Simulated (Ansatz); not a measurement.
`[OH][GaH][GeH3]` + H₂S → `[SH][GeH3]` + `[OH][GaH2]` at 700 K and 1 bar (cleavage of the Ge–Ga bond).

Computed with Ansatz on PBE0-D4/def2-TZVP structures; ΔE is electronic, products minus reactants. CCSD(T)/CBS is the MP2 limit (def2-TZVPP, def2-QZVPP) plus CCSD(T) − MP2 in def2-TZVPP, frozen cores. This one scheme is used for every species. For Ga, Ge outer-core shells are correlated without core-valence functions, which leaves a few kJ/mol of doubt a bond. Scalar relativity is left out up to krypton. One conformer a species, not always the lowest.

```csv
species,CCSD(T)/CBS energy (Eh),H − E (kJ/mol),S (J/(mol·K))
`[OH][GaH][GeH3]`,-4078.25778,182.9,449.5
H₂S,-398.97279,64.8,236.9
`[SH][GeH3]`,-2476.30083,133.1,357.0
`[OH][GaH2]`,-2000.92981,111.5,322.8
```

H − E and S are ideal-gas, rigid-rotor, harmonic terms from PBE0-D4/def2-TZVP, for one conformer and one mirror image of each species. 1 Eh = 2625.50 kJ/mol, R = 8.31446 J/(mol·K).

By hand: ΔE, ΔH, ΔS and ΔG.

ΔE = (-2476.30083) + (-2000.92981) − (-4078.25778) − (-398.97279) = -0.00007 Eh = -0.2 kJ/mol. Δ(H − E) = 133.1 + 111.5 − 182.9 − 64.8 = -3.1, so ΔH = -3.3 kJ/mol. ΔS = 357.0 + 322.8 − 449.5 − 236.9 = -6.6 J/(mol·K). ΔG = -3.3 − 700 × (-6.6)/1000 = 1.3 kJ/mol.

By hand: the equilibrium constant, and the temperature at which ΔG would vanish if ΔH and ΔS stayed fixed.

log₁₀ K = −ΔG/(RT ln 10) = -0.1. ΔG = 0 at ΔH/ΔS = 500 K, though so small a ΔH makes that figure unsure.

TΔS isn't small against ΔH here. The sign of ΔG lies within the doubt. A doubt of 5 kJ/mol in ΔE shifts log₁₀ K by 0.4 here. Other conformers and mirror images would add mixing entropy, several J/(mol·K) or more a flexible species. Modes under 60 cm⁻¹, often nearly free rotors, make the harmonic entropy too high. These are equilibria of isolated gas molecules and say nothing of rates. Largest T1 diagnostic: 0.015 (customary marks: 0.02 for closed shells, 0.045 for open ones).
